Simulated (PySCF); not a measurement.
Some computed properties have been withheld. Give your best values.

Species: C₂H₁₂B₂N₂.
InChI=1S/C2H12B2N2/c1-2-4-5-3-6-4/h4H,2-3,5-6H2,1H3

Conformer (atom-mapped SMILES and torsion angles): `[CH3:1][CH2:2][BH-:3]1[NH2+:4][BH2-:5][NH2+:6]1`: C1–C2–B3–N4 -174°.

| property | level | value |
| --- | --- | --- |
| point group | PBE0-D3(BJ)/def2-SVP | C1 |
| rotational constants A, B, C | PBE0-D3(BJ)/def2-SVP | ? |
| dipole moment | PBE0/def2-SVPD | 0.36 D |
| HOMO energy | PBE0/def2-SVPD | -7.77 eV |
| LUMO energy | PBE0/def2-SVPD | 0.27 eV |
| lowest singlet excitation | TDDFT PBE0/def2-SVPD | 6.94 eV (179 nm, f = 0.001) |
| strongest line among the 10 lowest singlet transitions | TDDFT PBE0/def2-SVPD | S9 at 7.96 eV (156 nm, f = 0.039) |
| lowest triplet excitation (Tamm–Dancoff) | TDA PBE0/def2-SVPD | ? |
| static isotropic polarisability | PBE0/def2-SVPD | 72.5 au |
| vertical ionisation energy | ΔSCF PBE0/def2-SVPD | 9.63 eV |
| electronic spatial extent ⟨r²⟩ about the centre of nuclear charge | PBE0/def2-SVPD | ? |
| 13C chemical shifts (computed TMS as zero) by class | GIAO KT3/pcSseg-1 | 22.0 (1 C), 12.5 (1 C) ppm |
| 1H chemical shifts (computed TMS as zero) by class | GIAO KT3/pcSseg-1 | 3.44 (1 H), 3.37 (1 H), 3.26 (1 H), 1.79 (2 H), 1.06 (2 H), 0.89 (3 H), 0.50 (2 H) ppm |
| isotropic shieldings of nuclei other than C and H, by class | GIAO KT3/pcSseg-1 | 106 (1 B), 112 (1 B), 225 (2 N) ppm |
| largest of the computed one-bond spin–spin couplings (means over like bonds) | B3LYP/pcJ-1, spin–dipole term left out for some pairs | 13C–1H +130.6 (×3), 11B–1H +120.6, 11B–1H +120.3, 13C–1H +119.3 (×2), 11B–1H +117.9, 15N–1H -76.3 (×2), 15N–1H -74.4 (×2), 13C–11B +54.1 Hz |

Electronic properties: PySCF, gas phase, density fitting. The structure is a single PBE0-D3(BJ)/def2-SVP conformer in the gas phase; no vibrational or solvent corrections. NMR classes are plain means over equivalent atoms (diastereotopic ones count apart unless rotation or inversion swaps them), as if these changed places fast; in this geometry the members of some classes differ.

Question: Give the electronic spatial extent ⟨r²⟩ about the centre of nuclear charge.

Answer: 737 bohr².

Question: What are the rotational constants A, B, C?

Answer: 6.677, 2.175, 1.843 GHz.

Question: What is the lowest triplet excitation (Tamm–Dancoff)?

Answer: 6.78 eV.

The ΔSCF ionisation energy exceeds −ε(HOMO) by 1.86 eV with PBE0. The polarisability is 10.75 Å³ as a volume (1 au = 0.148185 Å³), or 1.51 au for each of the 48 electrons. In atomic units the dipole is 0.14 e·bohr (1 au = 2.5417 D). The rotational constants make it an asymmetric top with κ = (2B − A − C)/(A − C) = -0.86, nearer the prolate limit (−1).

For the NMR shielding job (KT3/pcSseg-1), on an x86-64 server with one thread, shared host, this took 27 s.
